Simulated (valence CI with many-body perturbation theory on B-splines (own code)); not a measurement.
**Hyperfine factors and g values of Te¹³⁺**

Computed by configuration interaction combined with many-body perturbation theory (CI+MBPT): three valence electrons over a frozen Dirac-Fock core [Kr], a basis of 9 s, 9 p, 10 d, 8 f, 5 g, 3 h, 1 i functions for each j, with the one-electron correlation potential Σ1 (screened to all orders), the two-electron term Σ2, the three-electron term Σ3, Breit, model QED; selected single and double excitations, second order for the rest (own B-spline code, finite nucleus).

No measured spectrum was set against this ion. As an estimate, terms of the open shell hold to 2 to 4 % of their energy, and close levels can change places. Core correlation moves these levels by up to 3300 cm⁻¹, and in measured spectra 5 to 20 % of such shifts remained as error; rates that hang on mixing are uncertain with them. Only levels of the ground parity were solved; by the run's estimate the other parity begins above the list, which can be wrong where configurations are misplaced.

A/g_I is the dipole constant over the nuclear g factor μ/I (μ in nuclear magnetons, uniformly magnetised nucleus), B/Q the quadrupole constant per barn. Both hold the static response of the core; the bare values leave it out. Large factors of s and p1/2 electrons are usually good to 5 to 10 %; those of open d and f shells near neutrality can be off by tens of per cent, and small factors of p3/2, d and f electrons come from cancelling terms and can be off by a factor of two or in sign, in half-filled shells by more. B is blank for J = 1/2, where it vanishes, and for nearly pure S terms. Energies count from the lowest level.

Names give the largest LS component (configuration and term), which can be under half, so a name can repeat, a term be missing and a line seem to break the LS rules; names also repeat where a configuration has a term twice. Letters in brackets count levels of one name in rising energy.

```tsv
Level	E (cm⁻¹)	g	A/g_I (MHz)	A/g_I bare	B/Q (MHz/b)	B/Q bare
4d³ ⁴F_3/2	0.0	0.453	4660	4050	-1340	-1250
4d³ ⁴F_5/2	8247	1.034	2400	2370	-1070	-1010
4d³ ⁴F_7/2	15704	1.208	1910	2050	-1020	-967
4d³ ⁴F_9/2	21451	1.257	1980	2170	-604	-583
4d³ ⁴P_3/2	25251	1.457	1620	2010	-1740	-1630
4d³ ⁴P_1/2	28218	2.229	-3250	-2090		
4d³ ²G_7/2	36066	0.925	2780	2650	1480	1390
4d³ ²H_9/2	37186	1.043	2430	2400	3280	3060
4d³ ⁴P_5/2	39038	1.570	226	727	2530	2360
4d³ ²D_3/2 [a]	44782	1.165	2200	2290	-2650	-2480
4d³ ²P_1/2	47747	1.105	-181	-140		
4d³ ²H_11/2	50551	1.090	2310	2340	5760	5400
4d³ ²D_5/2 [a]	55443	1.207	1940	2080	-1360	-1280
4d³ ²G_9/2	56420	1.051	1970	1950	2140	2010
4d³ ²P_3/2	64507	1.184	1830	1950	375	351
4d³ ²F_5/2	66999	0.893	2300	2130	3340	3130
4d³ ²F_7/2	67239	1.134	2260	2330	1540	1450
4d³ ²D_3/2 [b]	101950	0.802	3970	3710	3390	3170
4d³ ²D_5/2 [b]	102760	1.178	1670	1790	2600	2440
```

Q: Take the isotope of mass number 125, with I = 1/2, μ = -0.887 μN. What is the hyperfine structure of 4d³ ⁴F_5/2?

A: From the table A = -4270 MHz. Shifts from the centre of gravity in MHz: F = 2: 7470, F = 3: -5340.
